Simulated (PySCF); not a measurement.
HOY, SMILES [OH][Y].

The structure is a stationary point at PBE0-D3(BJ)/def2-TZVPD. The spin state was assumed, not searched. The def2 effective core potentials stand for the cores of Y; spin–orbit coupling is left out.

Method: PBE/def2-TZVPD in PySCF.

Isolated molecule, no solvent.

Estimate the frontier levels, gap, dipole moment and polarisability. (An estimate is asked for; the answer gives what the named calculation found.)


| Item | Result |
|---|---|
| highest occupied level | -3.79 eV |
| lowest empty level | -2.51 eV |
| orbital gap | 1.28 eV |
| dipole moment | 0.57 D |
| quadrupole, principal values (traceless, Buckingham form, about the centre of nuclear charge) | -3.48, -3.48, 6.95 D·Å |
| mean static polarisability | 145.0 bohr³ (21.49 Å³) |
| polarisability, principal values | 132.5, 151.3, 151.3 bohr³ |
